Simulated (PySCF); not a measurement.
Two species compared at the same levels of theory.

First species: C6H14PSi (charge +1).
SMILES: `CC[P@H+]1CC=C([SiH3])C1`

Second species: C₆H₇F₃O₂.
Structure used (PBE0-D3(BJ)/def2-SVP), in Å, numbered top down from 1:
```
atom  x, y, z in Å
F1     3.1820    0.1457   -0.5928
C2     1.9145    0.5435   -0.5902
F3     1.8102    1.5810    0.2455
F4     1.6116    0.9758   -1.8203
C5     0.9842   -0.5839   -0.1925
O6     1.2392   -1.0150    1.1297
C7    -0.0435   -0.5617    1.5724
C8    -0.4534   -0.1780    0.1495
C9    -1.1280    1.1476   -0.2149
O10   -2.2508    0.4764   -0.7781
C11   -1.6662   -0.7978   -0.5471
H12    1.0945   -1.3869   -0.9440
H13   -0.6328   -1.3686    2.0407
H14    0.0363    0.2876    2.2727
H15   -1.3964    1.7794    0.6502
H16   -0.5931    1.7655   -0.9544
H17   -1.4318   -1.3342   -1.4854
H18   -2.2937   -1.4496    0.0873
```

Levels: B3LYP/def2-SVPD for HOMO energy, LUMO energy, HOMO–LUMO gap and static isotropic polarisability; TDDFT B3LYP/def2-SVPD for lowest singlet excitation; TDA B3LYP/def2-SVPD for lowest triplet excitation (Tamm–Dancoff). Geometries: PBE0-D3(BJ)/def2-SVP. All species are isolated and taken at one optimised geometry, non-relativistic unless stated; the electronic structure was computed with PySCF and density fitting.

Dipoles, sizes and rotational constants follow the conformer. The torsions of the flexible species, by atom-mapped SMILES:
- `[F:1][C:2]([F:3])([F:4])[C@H:5]1[O:6][CH2:7][C:8]12[CH2:9][O:10][CH2:11]2`: F1–C2–C5–O6 63°

The conformers of `CC[P@H+]1CC=C([SiH3])C1` aren't listed.

Values for the first species:

- HOMO energy: -11.40 eV
- LUMO energy: -4.61 eV
- HOMO–LUMO gap: 6.79 eV
- Lowest singlet excitation: 6.18 eV
- Lowest triplet excitation (Tamm–Dancoff): 4.21 eV
- Static isotropic polarisability: 114.7 au

**Question.** Estimate the same properties for the second species, and the change in each.

**Answer.** 
```json
{"property": "HOMO energy", "first": "-11.40 eV", "second": "-7.54 eV", "second less first": "+3.86 eV"}
{"property": "LUMO energy", "first": "-4.61 eV", "second": "0.03 eV", "second less first": "+4.64 eV"}
{"property": "HOMO–LUMO gap", "first": "6.79 eV", "second": "7.57 eV", "second less first": "+0.78 eV"}
{"property": "lowest singlet excitation", "first": "6.18 eV", "second": "6.50 eV", "second less first": "+0.32 eV"}
{"property": "lowest triplet excitation (Tamm–Dancoff)", "first": "4.21 eV", "second": "6.29 eV", "second less first": "+2.08 eV"}
{"property": "static isotropic polarisability", "first": "114.7 au", "second": "75.6 au", "second less first": "-39.1 au"}
```

On the first: No computed singlet falls in the visible range (750 to 380 nm, 1.65 to 3.26 eV); S1 lies 2.92 eV above its blue end. The principal polarisabilities are 91.9, 114.8 and 137.5 au; their mean is the isotropic value.

On the second: The polarisability is 11.20 Å³ as a volume (1 au = 0.148185 Å³), or 0.88 au for each of the 86 electrons. In wavenumbers S1 is 52500 cm⁻¹ (1 eV = 8065.54 cm⁻¹).
